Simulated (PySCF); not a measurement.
Isomers of C5H6F4, one GFN2-xTB conformer each. Single-point energies are computed at PBE0/pcSseg-1 (PySCF, gas phase, no added dispersion term), electronic only.

```
               SMILES  GFN2-xTB relative energy (kcal/mol)
C[C@@H](F)CC(F)=C(F)F                                  6.0
     FCC/C=C/C(F)(F)F                                  0.0
```

Conformers: `[CH3:1][C@@H:2]([F:3])[CH2:4][C:5]([F:6])=[C:7]([F:8])[F:9]` with C1–C2–C4–C5 176°, C2–C4–C5–F6 -68°; `[F:1][CH2:2][CH2:3]/[CH:4]=[CH:5]/[C:6]([F:7])([F:8])[F:9]` with F1–C2–C3–C4 -67°, C2–C3–C4–C5 117°.

Question: What does PBE0/pcSseg-1 give for the same structures?

Answer: 
```tsv
SMILES	PBE0/pcSseg-1 E (Eh)	PBE0/pcSseg-1 (kcal/mol)	GFN2-xTB (kcal/mol)	point group
FCC/C=C/C(F)(F)F	-592.84281	0.0	0.0	C1
C[C@@H](F)CC(F)=C(F)F	-592.81558	17.1	6.0	C1
```

Both levels put the same isomer lowest. 

Question: Which frontier levels, dipoles and rotational constants go with these structures?

Answer: 
```json
{"SMILES": "FCC/C=C/C(F)(F)F", "HOMO (eV, PBE0/pcSseg-1)": "-8.41", "LUMO (eV)": "-0.67", "dipole (D)": "3.82", "A, B, C (MHz)": "3360, 697.9, 661.3"}
{"SMILES": "C[C@@H](F)CC(F)=C(F)F", "HOMO (eV, PBE0/pcSseg-1)": "-7.29", "LUMO (eV)": "0.57", "dipole (D)": "2.92", "A, B, C (MHz)": "2775, 915.6, 803.3"}
```
